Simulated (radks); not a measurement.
Trend from Sc3+ to Zn3+: ionisation energy by Delta-SCF between NIST ground configurations, and size. All-electron calculation, Dirac Kohn-Sham, BLYP, spin-unpolarised, spherical densities, finite nucleus; open shells fill j = l - 1/2 first; Fermi nuclear charge, rms radius of each element as measured or else 0.836 A^(1/3) + 0.57 fm. Program: a radial shooting solver on a logarithmic mesh with Libxc functionals.

species,configuration,IE (eV),NIST (eV),kind,-e(HOMO) (eV),outermost,<r> outermost (bohr)
Sc3+,[Ar],73.541,73.489,exp.,64.257 (3p3/2),3p3/2,1.13
Ti3+,[Ar] 3d1,43.303,43.267,exp.,34.706 (3d3/2),3d3/2,1.27
V3+,[Ar] 3d2,45.890,46.709,exp.,36.972 (3d3/2),3d3/2,1.18
Cr3+,[Ar] 3d3,48.378,49.16,semi-emp.,39.140 (3d3/2),3d3/2,1.11
Mn3+,[Ar] 3d4,50.783,51.2,semi-emp.,41.226 (3d3/2),3d3/2,1.05
Fe3+,[Ar] 3d5,52.936,54.91,exp.,43.085 (3d5/2),3d5/2,0.994
Co3+,[Ar] 3d6,55.184,51.3,semi-emp.,45.023 (3d5/2),3d5/2,0.945
Ni3+,[Ar] 3d7,57.374,54.9,semi-emp.,46.906 (3d5/2),3d5/2,0.900
Cu3+,[Ar] 3d8,59.511,57.38,semi-emp.,48.741 (3d5/2),3d5/2,0.860
Zn3+,[Ar] 3d9,61.600,59.57,exp.,50.532 (3d5/2),3d5/2,0.824

Reference values: NIST Atomic Spectra Database (exp. = measured, semi-emp. = semi-empirical, theory = theoretical value adopted there). Spin polarisation and multiplet splitting are left out, so open shells lie too high by an amount that depends on their filling.

Beside tabulated values, note that spin-unpolarised runs miss the spin-polarisation part of the exchange energy of open shells.
